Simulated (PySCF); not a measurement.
SMILES C(#C)[C@@H]1C(=C)[C@@H]1F, C6H5F

Geometry (Å), atoms numbered from 1 in this order:
```xyz
12

C     2.557   -0.374    0.732
C     1.381   -0.562    0.602
C    -0.030   -0.739    0.453
C    -0.753    0.094   -0.534
C    -0.942    0.424   -1.785
C    -0.985    0.374    0.882
F    -0.478    1.518    1.427
H     3.589   -0.230    0.846
H    -0.371   -1.755    0.628
H    -1.591    1.240   -2.058
H    -0.458   -0.107   -2.589
H    -1.919    0.116    1.370
```

Theory: TDDFT wB97X-D/aug-cc-pVDZ circular dichroism and optical rotation, one conformer, gas phase in PySCF. Geometry: GFN2-xTB.

Q: What are the CIP labels of the stereocentres?

A: C3 R, C6 R.

Q: Which excitations and rotatory strengths does the calculation give?

A: Rotatory strengths R in 10⁻⁴⁰ esu² cm², velocity form and length form (origin at the centre of mass); f in length form.
| state | E (eV) | λ (nm) | f | R (velocity) | R (length) | main |
| --- | --- | --- | --- | --- | --- | --- |
| 1 | 5.76 | 215 | 0.022 | +43.2 | +43.3 | HOMO→LUMO 0.62, HOMO→LUMO+3 0.09 |
| 2 | 5.98 | 207 | 0.007 | -27.1 | -27.0 | HOMO−1→LUMO 0.52, HOMO−1→LUMO+3 0.11 |
| 3 | 6.44 | 192 | 0.020 | -3.3 | -3.1 | HOMO→LUMO+6 0.34, HOMO−1→LUMO+6 0.10 |
| 4 | 6.74 | 184 | 0.018 | -28.6 | -29.0 | HOMO−1→LUMO+7 0.25, HOMO−1→LUMO+8 0.12 |
| 5 | 6.77 | 183 | 0.005 | +1.2 | +1.2 | HOMO→LUMO+8 0.24, HOMO−1→LUMO+6 0.16 |
| 6 | 6.98 | 178 | 0.020 | -32.3 | -32.6 | HOMO→LUMO+1 0.57, HOMO→LUMO 0.09 |
| 7 | 7.11 | 174 | 0.336 | -1.1 | -1.2 | HOMO−2→LUMO 0.72 |
| 8 | 7.27 | 171 | 0.026 | -24.9 | -24.6 | HOMO−1→LUMO+1 0.32, HOMO−1→LUMO 0.23 |
| 9 | 7.44 | 167 | 0.027 | +7.5 | +7.2 | HOMO→LUMO+2 0.28, HOMO−2→LUMO+1 0.17 |
| 10 | 7.55 | 164 | 0.101 | +46.7 | +47.3 | HOMO−3→LUMO 0.20, HOMO→LUMO+2 0.18 |
| 11 | 7.61 | 163 | 0.013 | -2.5 | -2.2 | HOMO→LUMO+3 0.37, HOMO−2→LUMO+1 0.11 |
| 12 | 7.75 | 160 | 0.027 | +45.2 | +45.2 | HOMO→LUMO+4 0.19, HOMO−1→LUMO+2 0.15 |

Among the states computed, the strongest CD band (largest |R|) is state 10. The largest dissymmetry factor in size, g = 4R/(D+G), with D and G the electric and magnetic dipole strengths, is -0.037 for state 2 (velocity form, f = 0.007), among bands with |R| over 0.5. The mirror image has the same energies and oscillator strengths and all R with the opposite sign.
